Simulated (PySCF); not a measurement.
PySCF 2.14 output of an unrestricted LDA calculation on a single atom or ion in aug-cc-pwCVTZ (10s9p7d4f3g, 127 functions), with no relativity, point nucleus:

```
SCF conv_tol = 1e-09
number electrons alpha = 12  beta = 9
    P. A. M. Dirac.,  Math. Proc. Cambridge Philos. Soc. 26, 376 (1930)
    F. Bloch.,  Z. Phys. 57, 545 (1929)
    S. H. Vosko, L. Wilk, and M. Nusair.,  Can. J. Phys. 58, 1200 (1980)
cycle= 1 E= -847.05288087496  delta_E= -0.0207  |g|= 0.0316  |ddm|= 0.589
cycle= 2 E= -847.052918647244  delta_E= -3.78e-05  |g|= 0.0145  |ddm|= 0.114
cycle= 3 E= -847.052947429657  delta_E= -2.88e-05  |g|= 0.00594  |ddm|= 0.0643
cycle= 4 E= -847.05295542584  delta_E= -8e-06  |g|= 0.00013  |ddm|= 0.0248
cycle= 5 E= -847.052955432143  delta_E= -6.3e-09  |g|= 3e-05  |ddm|= 0.000469
cycle= 6 E= -847.052955432427  delta_E= -2.84e-10  |g|= 3.68e-07  |ddm|= 0.000144
converged SCF energy = -847.052955432427  <S^2> = 3.7501284  2S+1 = 4.0000642
```

The run itself started from symmetry-adapted Hartree-Fock orbitals and held the occupation by maximum overlap, on a logarithmic radial grid, so the iterations belong to that start.

**Question.** Which element, charge and spin multiplicity is this?

**Answer.** Ti⁺ (titanium, charge +1), multiplicity 4; the state was [Ar] 3d2 4s1, high-spin 4F determinant.
